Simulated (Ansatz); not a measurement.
One change: `O[SiH2]C#[C][GeH3]` becomes `C#[C][GeH3]`.

Ansatz, PBE0-D4/def2-TZVP geometries, multiplicity 1. Each molecule was computed in one conformer, which needn't be the lowest.

Scalar relativity is left out up to krypton.

```csv
property,`O[SiH2]C#[C][GeH3]`
LUMO energy (PBE/def2-TZVPP) / eV,-1.69
HOMO–LUMO gap (PBE/def2-TZVPP) / eV,5.18
HOMO energy (B3LYP/def2-TZVPP) / eV,-7.84
size of the dipole moment (PBE/def2-TZVPP) / D,1.70
HOMO–LUMO gap (ωB97M-V/def2-TZVPP) / eV,11.36
HOMO–LUMO gap (PBE0/def2-TZVPP) / eV,7.26
```

Give the same properties after the change, and the shifts. (An estimate is asked.)

Ansatz gave: 
```csv
property,`C#[C][GeH3]`,shift
LUMO energy (PBE/def2-TZVPP) / eV,-0.74,0.95
HOMO–LUMO gap (PBE/def2-TZVPP) / eV,6.23,1.05
HOMO energy (B3LYP/def2-TZVPP) / eV,-7.93,-0.09
size of the dipole moment (PBE/def2-TZVPP) / D,0.06,-1.64
HOMO–LUMO gap (ωB97M-V/def2-TZVPP) / eV,12.66,1.30
HOMO–LUMO gap (PBE0/def2-TZVPP) / eV,8.39,1.13
```

With PBE0 the HOMO falls by 0.10 eV and the LUMO rises by 1.02 eV, so the gap widens by about 1.12 eV. PBE moves the HOMO by -0.09 eV and ωB97M-V by -0.15 eV. Dipoles are sizes alone; their direction can turn.

B3LYP here is the variant with VWN-RPA as its local correlation; programs differ in this.
